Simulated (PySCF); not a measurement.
In(H)(Br)(Et) (C2H6BrIn), SMILES C[CH2][InH][Br]. Geometry optimised at PBE0-D3(BJ)/def2-SVP. The structure was generated by enumeration; whether it is a known compound was not checked. The def2 effective core potentials stand for the cores of In; spin–orbit coupling is left out. Other conformers were not sampled.

Problem. Give the equilibrium geometry at PBE0-D3(BJ)/def2-SVP (PySCF confirms it by a frequency run) as Cartesian coordinates in Å. (An estimate is asked for; the answer gives what the named calculation found.)

Solution. One answer among several that fit: 
```xyz
10

In    -0.2902    -0.5991    -0.1152
H     -0.9867    -1.9491     0.6970
Br     0.5000     1.1660     1.4970
C      0.0740    -0.0424    -2.1729
C     -0.3461    -1.0602    -3.2235
H      1.1517     0.1829    -2.2275
H     -0.4411     0.9228    -2.3085
H     -1.4254    -1.2765    -3.1864
H      0.1795    -2.0210    -3.1065
H     -0.1272    -0.6977    -4.2422
```
Charge 0, spin multiplicity 1.
